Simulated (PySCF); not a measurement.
**Ionisation energy of Cd³⁰⁺ by level of theory**

Cd³⁰⁺ [Ar] → Cd³¹⁺ [Ne] 3s2 3p5 [3p1/2^2 3p3/2^3, M_J = 3/2], as a difference of total energies. Calculation: PySCF 2.14, in an uncontracted even-tempered set (19 s from 4.9 bohr⁻², ratio 2.4; 14 p from 6.4 bohr⁻², ratio 2.4; 5 d from 27 bohr⁻², ratio 2.6; 4 f from 41 bohr⁻², ratio 2.6); the two-component X2C-1e Hamiltonian. Correlated levels: 1s2 frozen; the 56 highest virtual spinors dropped. "Screened" scales the spin-orbit matrix elements by Boettger's factors to mimic the two-electron term; Breit and QED terms are absent.

| method | ionisation energy (eV) |
| --- | --- |
| GHF (spin-free) | 1868.2 |
| GMP2 (spin-free) | 1869.0 |
| GHF (screened spin-orbit) | 1853.9 |
| GMP2 (screened spin-orbit) | 1854.7 |

Breit and QED terms and the two-electron picture change are absent.

The spin-free rows lack the spin-orbit shift.

For comparison: 1852 ± 5 eV (semi-empirical (NIST evaluation); NIST Atomic Spectra Database, ionization energies).
